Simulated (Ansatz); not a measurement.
B₈⁻ (the lowest doublet isomer of a short search). The state is a doublet with charge -1. Geometry PBE-D4/def2-SVPD, basis def2-TZVPD, Ansatz.

Cartesian coordinates in Å:
```
B 1.5764 -0.8401 0.2750
B 1.2340 0.3714 1.2389
B -0.0004 -0.0004 0.0007
B 0.7383 -1.4125 -0.8968
B -0.0451 1.2965 1.2691
B -0.6585 -0.9270 -1.3913
B -1.2840 1.2499 0.3444
B -1.5607 0.2622 -0.8400
```

| run | HOMO (eV) | LUMO (eV) |
| --- | --- | --- |
| A | -0.56 | -0.34 |
| B | -0.65 | -0.08 |
| C | -1.26 | 0.49 |
| D | -0.53 | -0.06 |
| E | -0.88 | 0.11 |

HSE06 is defined as in plane-wave codes, on full-range PBE exchange. The structure comes from a short search, and lower isomers may exist.

HOMO and LUMO are taken over both spins.

The runs used B97M-V, HSE06, PBE, PBE0, r2SCAN. Estimate which is which.

A PBE (0 % exact exchange); B r2SCAN (0 % exact exchange); C PBE0 (25 % exact exchange); D B97M-V (0 % exact exchange); E HSE06 (range-separated). Exact exchange lowers occupied and raises empty levels; among semilocal functionals meta-GGAs tend to open the gap a little, and such runs are hard to tell apart. The gap grows from 0.22 eV (PBE) to 1.75 eV (PBE0).
